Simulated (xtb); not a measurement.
xtb input:

```bash
xtb mol.xyz --gfn 1 --sp --chrg -1 --uhf 0
```
mol.xyz:
```
3

B     -0.00000000    -0.00000000    -0.58802645
N      0.00000000     0.00000000     0.67320420
H     -0.00000000    -0.00000000    -1.77229712
```

### Question
Predict the final energy.

### Answer
-5.27510 Eh (GFN1-xTB).

It need not be the lowest isomer of its formula. Whether it binds its extra electron was not tested at this geometry.
